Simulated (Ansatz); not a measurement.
Ansatz (an electronic-structure program) input (B3LYP-D3(BJ)/def2-TZVP):

Ansatz 0.2 input:
```yaml
crystal:
  periodic: [false, false, false]
  atoms:
    - {symbol: Te, position_ang: [0.42801421, 0.02915629, 1.12811103]}
    - {symbol: I, position_ang: [0.78435801, 2.26077413, -0.35560292]}
    - {symbol: N, position_ang: [-0.34681887, -1.27819107, 0.01534204]}
    - {symbol: H, position_ang: [-0.90549178, -1.01109992, -0.78396471]}
basis:
  gaussian:
    orbitals: def2-TZVP
hamiltonian:
  xc: b3lyp
  dispersion: d3bj
magnetization: {spin_polarized: true, initial_magnetization: 1}
relax: {f_tol: 0.002, max_steps: 150}
```

End of the output:

```
relax step   5: F+E_penalty+E_count = -16905.82276149 eV  Δ(F+E_penalty+E_count) = -7.065e-4 eV  max|allowed force component| = 2.415e-2 eV/Å  Δτ_max = 0.0167 Å  (42 SCF iters, accepted)
these checks for a lower state are left out or cut short: starts, cluster_reference, orbital_swaps, neighbouring_geometries, increment
integrals: 0.06 GiB planned
1033 factors; their error is unknown
mean field: 0.73 GiB planned
mean field -16905.59139615 eV, -621.2690247870 hartree, gradient 2.6e-5 eV, S^2 0.757710; 0 other end points of the search recorded, 0 dependent functions left out
the calculation of the forces begins
reference -16905.59160341 eV, -621.2690324038 hartree; 29, 28 occupied and 108, 109 virtual orbitals, 1033 factors
relax step   6: F+E_penalty+E_count = -16905.82282648 eV  Δ(F+E_penalty+E_count) = -6.499e-5 eV  max|allowed force component| = 6.092e-3 eV/Å  Δτ_max = 0.0086 Å  (42 SCF iters, accepted)
these checks for a lower state are left out or cut short: starts, cluster_reference, orbital_swaps, neighbouring_geometries, increment
integrals: 0.06 GiB planned
1033 factors; their error is unknown
mean field: 0.73 GiB planned
mean field evaluation 64: about -16905.5915 eV, gradient 3.2e-3 eV
mean field -16905.59145375 eV, -621.2690269040 hartree, gradient 2.2e-5 eV, S^2 0.757711; 0 other end points of the search recorded, 0 dependent functions left out
the calculation of the forces begins
reference -16905.59166103 eV, -621.2690345212 hartree; 29, 28 occupied and 108, 109 virtual orbitals, 1033 factors
relax step   7: F+E_penalty+E_count = -16905.82283065 eV  Δ(F+E_penalty+E_count) = -4.168e-6 eV  max|allowed force component| = 5.712e-4 eV/Å  Δτ_max = 0.0015 Å  (41 SCF iters, accepted)
integrals: 0.06 GiB planned
1033 factors; their error is unknown
mean field: 0.73 GiB planned
mean field -16905.59145375 eV, -621.2690269040 hartree, gradient 2.2e-5 eV, S^2 0.757711; 1 other end points of the search recorded, 0 dependent functions left out
the calculation of the forces begins
reference -16905.59166103 eV, -621.2690345212 hartree; 29, 28 occupied and 108, 109 virtual orbitals, 1033 factors
Total energy: -16905.82303793 eV, -621.2775374654 hartree
Atom 0 at     0.499491    -0.016352     1.121763 Å, force    -0.000222    -0.000377    -0.000253 eV/Å
Atom 1 at     0.732311     2.269887    -0.378709 Å, force     0.000002     0.000030     0.000029 eV/Å
Atom 2 at    -0.496871    -1.305386     0.088807 Å, force     0.000340     0.000409     0.000571 eV/Å
Atom 3 at    -0.774869    -0.947509    -0.827976 Å, force    -0.000120    -0.000062    -0.000347 eV/Å
Dipole moment:     0.101844     0.137835     0.100523 e Å
```

It need not be the lowest isomer of its formula.
